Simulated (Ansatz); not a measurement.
Input file for Ansatz (a program for electronic structure): U-wB97X-V/def2-TZVPP on FHTe (SMILES F[TeH]), a point of a bond scan (R = 1.928 Å). Elements past Kr take the def2 small-core potentials; no spin–orbit coupling.

Ansatz 0.2 input:
```yaml
crystal:
  periodic: [false, false, false]
  atoms:
    - {symbol: Te, position_ang: [0.18518663, -0.06058026, 0.20051425]}
    - {symbol: H, position_ang: [1.31186066, -0.30942416, -1.00396715]}
    - {symbol: F, position_ang: [-1.21572950, 0.38439975, -1.04697488]}
basis:
  gaussian:
    orbitals: def2-TZVPP
hamiltonian:
  xc: {name: wB97X-V}
magnetization: {spin_polarized: true, initial_magnetization: 0}
```

The head of its log:

```
WARN ansatz: RAYON_NUM_THREADS=1 ignored (pool sized by the plan → 1); use --threads N
Functional definition: wB97X-V
integrals: 0.03 GiB planned
626 factors; their error is unknown
integrals: 0.06 GiB planned
129 factors; integrals over basis functions are off by at most 4.6e-5 eV
mean field: 0.44 GiB planned
mean field evaluation 1: about -10024.3495 eV, gradient 2.2e1 eV
mean field evaluation 2: about -10023.4527 eV, gradient 3.0e1 eV
```

**Question.** What total energy does the run end on?

**Answer.** -368.4462 hartree.
